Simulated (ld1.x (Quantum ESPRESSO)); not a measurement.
**Which change was made? (Nb, TM)**

- Element: niobium
- Generator: ld1.x (Quantum ESPRESSO) 7.5
- Type: norm-conserving Troullier–Martins (Kleinman–Bylander form)
- Functional: PBE
- Relativity: scalar-relativistic
- Frozen core: [Kr]
- Valence charge: 5
- Reference configuration: 4d4 5s0 5p0 (charge +1)
- Partial waves: 5s (bound, empty): rc 3.15 bohr; 5p (bound, empty): rc 3.75 bohr; 4d (bound): rc 2.70 bohr; 4f channel at -0.05 Ry: rc 3.55 bohr
- Local potential: all-electron potential smoothed inside 3.45 bohr (lloc = -1)
- Core correction: Bessel-smoothed model core inside 2.50 bohr

Cutoffs, loose and tight: the cutoffs (Ry, on a coarse ladder) from which the occupation-weighted sum of valence levels, in a spherical-Bessel basis at the reference potential, stays within 10 and 1 mRy of its value at 400 Ry. They do not see the model core or the augmentation charge, which bear on the density cutoff. Test errors are all-electron minus pseudo excitation energies from the reference, over the configurations 4d4 5s1 5p0; 4d3 5s0 5p0; 4d2 5s0 5p0; 4d3 5s1 5p0; 4d4 5s0 5p1; 4d3 5s2 5p0; 4d4 5s0.5 5p0; variants that change the core or the reference have their own tests.

The base gives: outcome: generated; cutoff, loose: 25 Ry; cutoff, tight: 30 Ry; bound ghosts: none; largest test error (meV): -523.

(1) After one change the result is: outcome: generated; cutoff, loose: 25 Ry; cutoff, tight: 30 Ry; bound ghosts: none; largest test error (meV): -161. Which change was it?
A. all radii but the core radius scaled by about 0.81 (s 2.56, p 3.04, d 2.20, f 2.88 bohr); local potential all-electron potential smoothed inside 2.80 bohr (lloc = -1)
B. wave 4d (bound): rc 2.70 bohr becomes 4d (bound): rc 3.38 bohr
C. reference 4d4.5 5s0.5 5p0

## Answers

(1) C. The others give: all radii but the core radius scaled by about 0.81 (s 2.56, p 3.04, d 2.20, f 2.88 bohr); local potential all-electron potential smoothed inside 2.80 bohr (lloc = -1) → outcome: generated; cutoff, loose: 35 Ry; cutoff, tight: 40 Ry; bound ghosts: s; largest test error (meV): -541 | wave 4d (bound): rc 2.70 bohr becomes 4d (bound): rc 3.38 bohr → outcome: generated; cutoff, loose: 18 Ry; cutoff, tight: 25 Ry; bound ghosts: none; largest test error (meV): -244.
